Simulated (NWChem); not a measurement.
System: C$_{3}$H$_{7}$O, doublet; SMILES C[C](C)O

Here is an NWChem input.

```
start job
memory heap 200 mb stack 900 mb global 1100 mb
geometry units angstroms
  C      1.285566    -0.724818     0.172031
  C     -0.001496    -0.057243    -0.153578
  C     -1.304640    -0.680228     0.203211
  O      0.072164     1.321329    -0.250093
  H      1.425425    -0.844256     1.254176
  H      1.324833    -1.717087    -0.275748
  H      2.107929    -0.125352    -0.208971
  H     -2.118967    -0.250440    -0.383373
  H     -1.555758    -0.544146     1.265456
  H     -1.267158    -1.749723     0.010082
  H     -0.816664     1.681825    -0.333163
end
basis spherical
  * library def2-svp
end
dft
  odft
  mult 2
  xc pbe0
  iterations 150
end
driver
  maxiter 120
end
task dft optimize
task dft freq
```

The level has its own optimisation; frequencies are unscaled.

Question: Give the results of this calculation. (PBE0/def2-SVP, spin-unrestricted.) Quantities: r C–O (Å); r H–O (Å); highest harmonic frequency (cm⁻¹); lowest (cm⁻¹); zero-point energy (kcal/mol); dipole (D).

Answer: 
```json
{
  "r C–O (Å)": "1.368",
  "r H–O (Å)": "0.963",
  "highest harmonic frequency (cm⁻¹)": "3880",
  "lowest (cm⁻¹)": "170",
  "zero-point energy (kcal/mol)": "59.2",
  "dipole (D)": "1.42"
}
```
